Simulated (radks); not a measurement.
The numbers below are computed, except where a source is named.
Effect of the nuclear size on neutral lutetium, [Xe] 4f14 5d1 6s2. Level of theory: Dirac Kohn-Sham, PBE, spin-unpolarised, spherical densities, finite nucleus; open shells fill j = l - 1/2 first; Fermi nuclear charge, rms radius 5.37 fm (a radial shooting solver on a logarithmic mesh with Libxc functionals). The rms radius is varied about that value; shifts are against it.

rms radius (fm)  total energy shift (eV)  density at nucleus (e/bohr^3)  1s1/2 shift (meV)  2s1/2 shift (meV)  5s1/2 shift (meV)  5p1/2 shift (meV)  6s1/2 shift (meV)  5d3/2 shift (meV)  6p1/2 (empty) shift (meV)
4.6182                             -11.6                      1.166e+06              -4740               -650              -5.16              0.427             -0.274              0.305                      0.133
4.9511                             -6.63                       1.14e+06              -2700               -371              -2.94              0.243             -0.156              0.174                      0.076
5.37                                   0                      1.111e+06              0.000              0.000              0.000              0.000              0.000              0.000                      0.000
5.7244                              5.90                      1.089e+06               2400                329               2.62             -0.216              0.139             -0.155                     -0.067
6.2722                              15.5                      1.058e+06               6320                866               6.88             -0.568              0.365             -0.407                     -0.177

Slopes of the eigenvalues against <r^2> in GHz/fm^2, as finite differences over the two radii next to the reference (eigenvalue slopes, not the field-shift constants of lines): 1s1/2 149000, 2s1/2 20500, 5s1/2 163, 5p1/2 -13.5, 6s1/2 8.63, 5d3/2 -9.62, 6p1/2 (empty) -4.19.
